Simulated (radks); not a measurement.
The nuclear charge of the holmium ion Ho2+ is varied continuously with 65 electrons held in [Xe] 4f11. Calculated with a radial shooting solver on a logarithmic mesh with Libxc functionals: Dirac Kohn-Sham, LDA (Slater exchange, Perdew-Wang correlation), spin-unpolarised, spherical densities, point nucleus; open shells fill j = l - 1/2 first. By the Hellmann-Feynman theorem dE/dZ = E(electron-nucleus)/Z, the electronic potential at the nucleus.

Z,E (hartree),E(electron-nucleus)/Z (hartree),HOMO,e(HOMO) (eV),<r> HOMO (bohr)
66.5,-12388.5839,-459.681,4f7/2,-9.480,0.9105
66.75,-12503.8298,-462.287,4f7/2,-13.117,0.8785
67,-12619.7270,-464.891,4f7/2,-17.051,0.8519
67.25,-12736.2754,-467.496,4f7/2,-21.242,0.8288
67.5,-12853.4751,-470.102,4f7/2,-25.664,0.8083
67.75,-12971.3265,-472.710,4f7/2,-30.300,0.7899
68,-13089.8302,-475.320,4f7/2,-35.135,0.7730

The central difference of E at Z = 67 is -464.891 hartree, to compare with the third column; the second derivative is -10.4 hartree.
